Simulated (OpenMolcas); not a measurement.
## Pt3+: input and output

Pt3+ among 6 point charges of -1.7 e arranged as a tetragonal octahedron (D4h), 2.31 Å from the ion, with the axial distance 2.726 Å. With inversion symmetry the input lists one of each pair of outer charges.

Input:

```
&GATEWAY
Coord
1

Pt 0.0 0.0 0.0
Basis=ANO-RCC-VDZP
Group=XYZ
NoMove
AngMom=0.0 0.0 0.0
AMFI
XField
3 Angstrom 0
2.310000 0.000000 0.000000 -1.700000
0.000000 2.310000 0.000000 -1.700000
0.000000 0.000000 2.725800 -1.700000
&SEWARD
* reference wave functions (RASSCF and RASSI steps not shown): 7 electrons in 5 orbitals (5d)
>>> COPY JOB001 $Project.JobIph
&CASPT2
Multistate=10 1 2 3 4 5 6 7 8 9 10
NoMult
Frozen=14 16
IPEA=0.25
Imaginary=0.1
MaxIter=60
WThr=0.0 0.3 0.05
PrWF=0.5
NoMix
>>> COPY JOB002 $Project.JobIph
&CASPT2
Multistate=40 1 2 3 4 5 6 7 8 9 10 11 12 13 14 15 16 17 18 19 20 21 22
23 24 25 26 27 28 29 30 31 32 33 34 35 36 37 38 39 40
NoMult
Frozen=14 16
IPEA=0.25
Imaginary=0.1
MaxIter=60
WThr=0.0 0.3 0.05
PrWF=0.5
NoMix
```

Launched by
```bash
OMP_NUM_THREADS=1 MOLCAS_MEM=1689 MOLCAS_PROJECT=a pymolcas a.inp > a.log  # once for each step of the input, in one work folder
```

Output, cut to the results:

```
--- CASPT2 ---
Orbital specifications:
      -----------------------

      Symmetry species                           1   2
                                                ag  au
      Frozen orbitals                           14  16
      Inactive orbitals                          1   3
      Active orbitals                            5   0
      Secondary orbitals                         7  13
      Deleted orbitals                           0   0
      Number of basis functions                 27  32
Type of calculation                        SS-CASPT2
      Fock operator                              state-specific
      IPEA shift                                 0.25
      Real shift                                 0.00
      Imaginary shift                            0.10
      The input orbitals will be transformed to quasi-canonical
Reference energy:      -18400.6024961304
      E2 (Non-variational):      -0.2452747907
      Shift correction:          -0.0001375099
      E2 (Variational):          -0.2454123006
      Total energy:          -18400.8479084310
      Residual norm:              0.0000007707
      Reference weight:           0.94952
      Contributions to the CASPT2 correlation energy
      Active & Virtual Only:         -0.1057089984
      One Inactive Excited:          -0.1019004901
      Two Inactive Excited:          -0.0376653023
Reference energy:      -18400.5965396063
      E2 (Non-variational):      -0.2458128132
      Shift correction:          -0.0001382821
      E2 (Variational):          -0.2459510953
      Total energy:          -18400.8424907016
      Residual norm:              0.0000008662
      Reference weight:           0.94916
      Contributions to the CASPT2 correlation energy
      Active & Virtual Only:         -0.1058944640
      One Inactive Excited:          -0.1023255342
      Two Inactive Excited:          -0.0375928150
::    CASPT2 Root  1     Total energy: -18400.84790843
::    CASPT2 Root  2     Total energy: -18400.84249070
::    CASPT2 Root  3     Total energy: -18400.84249070
::    CASPT2 Root  4     Total energy: -18400.82964092
::    CASPT2 Root  5     Total energy: -18400.82540633
::    CASPT2 Root  6     Total energy: -18400.82540633
::    CASPT2 Root  7     Total energy: -18400.80476113
::    CASPT2 Root  8     Total energy: -18400.78320101
::    CASPT2 Root  9     Total energy: -18400.78320101
::    CASPT2 Root 10     Total energy: -18400.75623607
--- CASPT2 ---
Orbital specifications:
      -----------------------

      Symmetry species                           1   2
                                                ag  au
      Frozen orbitals                           14  16
      Inactive orbitals                          1   3
      Active orbitals                            5   0
      Secondary orbitals                         7  13
      Deleted orbitals                           0   0
      Number of basis functions                 27  32
Type of calculation                        SS-CASPT2
      Fock operator                              state-specific
      IPEA shift                                 0.25
      Real shift                                 0.00
      Imaginary shift                            0.10
      The input orbitals will be transformed to quasi-canonical
Reference energy:      -18400.5481958149
      E2 (Non-variational):      -0.2491372678
      Shift correction:          -0.0001311603
      E2 (Variational):          -0.2492684281
      Total energy:          -18400.7974642430
      Residual norm:              0.0000003113
      Reference weight:           0.94927
      Contributions to the CASPT2 correlation energy
      Active & Virtual Only:         -0.1079376162
      One Inactive Excited:          -0.1024068637
      Two Inactive Excited:          -0.0387927879
Reference energy:      -18400.5351945893
      E2 (Non-variational):      -0.2502410759
      Shift correction:          -0.0001355308
      E2 (Variational):          -0.2503766067
      Total energy:          -18400.7855711960
      Residual norm:              0.0000003384
      Reference weight:           0.94842
      Contributions to the CASPT2 correlation energy
      Active & Virtual Only:         -0.1074094028
      One Inactive Excited:          -0.1052122429
      Two Inactive Excited:          -0.0376194303
::    CASPT2 Root  1     Total energy: -18400.79746424
::    CASPT2 Root  2     Total energy: -18400.78557120
::    CASPT2 Root  3     Total energy: -18400.78220390
::    CASPT2 Root  4     Total energy: -18400.78220390
::    CASPT2 Root  5     Total energy: -18400.77728432
::    CASPT2 Root  6     Total energy: -18400.77601166
::    CASPT2 Root  7     Total energy: -18400.77314911
::    CASPT2 Root  8     Total energy: -18400.77314911
::    CASPT2 Root  9     Total energy: -18400.76799003
::    CASPT2 Root 10     Total energy: -18400.77351415
::    CASPT2 Root 11     Total energy: -18400.76602565
::    CASPT2 Root 12     Total energy: -18400.76602565
::    CASPT2 Root 13     Total energy: -18400.75179712
::    CASPT2 Root 14     Total energy: -18400.75454440
::    CASPT2 Root 15     Total energy: -18400.75454440
::    CASPT2 Root 16     Total energy: -18400.74901118
::    CASPT2 Root 17     Total energy: -18400.74610092
::    CASPT2 Root 18     Total energy: -18400.74393886
::    CASPT2 Root 19     Total energy: -18400.74256231
::    CASPT2 Root 20     Total energy: -18400.74256231
::    CASPT2 Root 21     Total energy: -18400.74239362
::    CASPT2 Root 22     Total energy: -18400.74239362
::    CASPT2 Root 23     Total energy: -18400.73679931
::    CASPT2 Root 24     Total energy: -18400.73615344
::    CASPT2 Root 25     Total energy: -18400.73615345
::    CASPT2 Root 26     Total energy: -18400.73967617
::    CASPT2 Root 27     Total energy: -18400.73778729
::    CASPT2 Root 28     Total energy: -18400.72925780
::    CASPT2 Root 29     Total energy: -18400.70261938
...
```

Spin-orbit levels above the lowest (labels of D4, the rotations of D4h), with the averaged single-state CASPT2 energies on the diagonal:

| E (cm-1) | Degeneracy | Label | 2S+1 | g |
| --- | --- | --- | --- | --- |
| 0 | 2 | E1/2 | 4 (87 %) | 1.40 6.37 6.37 |
| 760 | 2 | E3/2 | 4 (87 %) | 2.62 4.03 4.03 |
| 1710 | 2 | E1/2 | 4 (81 %) | 0.15 0.15 11.04 |
| 2550 | 2 | E3/2 | 4 (81 %) | 3.62 3.62 4.86 |
| 2970 | 2 | E1/2 | 4 (77 %) | 0.14 0.14 7.97 |
| 10090 | 2 | E3/2 | 4 (72 %) | 0.07 0.07 4.54 |
| 10970 | 2 | E1/2 | 4 (51 %) | 0.12 0.77 0.77 |
| 11730 | 2 | E1/2 | 4 | 1.04 4.10 4.10 |
| 11740 | 2 | E3/2 | 4 (86 %) | 1.58 1.58 3.82 |
| 13310 | 2 | E1/2 | 4 (89 %) | 0.62 0.62 5.17 |
| 13590 | 2 | E3/2 | 4 (77 %) | 0.54 2.16 2.16 |
| 14170 | 2 | E3/2 | 4 (73 %) | 1.94 2.01 2.01 |
| 15460 | 2 | E1/2 | 4 (60 %) | 0.15 0.55 0.55 |
| 16230 | 2 | E3/2 | 4 (61 %) | 0.15 1.56 1.56 |
| 18570 | 2 | E1/2 | 4 (62 %) | 0.02 0.02 2.42 |
| 19420 | 2 | E1/2 | 2 (68 %) | 2.21 2.21 3.54 |
| 19620 | 2 | E3/2 | 4 | 2.31 2.31 4.09 |
| 20580 | 2 | E1/2 | 2 (70 %) | 2.62 2.62 3.63 |
| 20740 | 2 | E3/2 | 2 (72 %) | 1.95 3.83 3.83 |
| 21590 | 2 | E3/2 | 4 (84 %) | 0.27 0.97 0.97 |

Spin-orbit coupling mixes the spin-free states strongly: the lowest level takes only 47 % from its leading state, 4A2. This shell can be high or low spin here, a state of another spin lies low, and with metal d orbitals alone active their balance is uncertain, so the ground spin may be wrong. Point charges give a weaker field than real ligands, and real ions of this kind are as a rule low spin; the high spin found here belongs to the model. Free-ion shares, where given, are those of the reference states; single-state CASPT2 does not remix them. Point charges carry no covalency, so the field is a model and not that of real ligands. No measured value stands beside these numbers.

The CASPT2 steps took 3.4 s on 1 thread of Arm Neoverse V2, with other jobs on the host; the integral step is not counted.
